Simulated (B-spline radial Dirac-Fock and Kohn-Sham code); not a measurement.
**Kohn-Sham estimates against Dirac-Fock for the levels of Ca⁶⁺**

System: calcium as Ca⁶⁺, configuration [Ne] 3s2 3p2.

The density-functional columns are spherical, spin-unpolarised Dirac-Kohn-Sham results without Breit or QED terms: −ε is minus the orbital energy of the initial state and ΔSCF the difference of two total energies. The reference in the last column comes from multi-electron Dirac-Fock with separately optimised hole states, Breit and Lamb-shift corrections added in first order. All numbers are from a radial B-spline solver, in eV; a selection of levels is shown.

```csv
level,PBE −ε,PBE ΔSCF,LDA −ε,LDA ΔSCF,Dirac-Fock
K (1s),4061.6,4186.3,4050.2,4174.5,4167.8
L1 (2s),521.2,548.4,519.8,547.0,562.3
L2 (2p1/2),444.7,475.3,444.5,475.0,473.1
L3 (2p3/2),441.0,471.3,440.8,471.1,469.5
M1 (3s),136.7,147.1,136.5,147.0,145.6
"M2,3 (3p)",115.8,126.0,115.9,126.1,125.0
```

Q: Order the estimates of the K (1s) level by their distance from the Dirac-Fock value, nearest first.
A. LDA −ε
B. PBE ΔSCF
C. PBE −ε
D. LDA ΔSCF

A: D (6.7 eV), B (18.6 eV), C (106.2 eV), A (117.6 eV).

Values without a named source are computed, but for edge energies of neutral atoms, which are taken from tables.
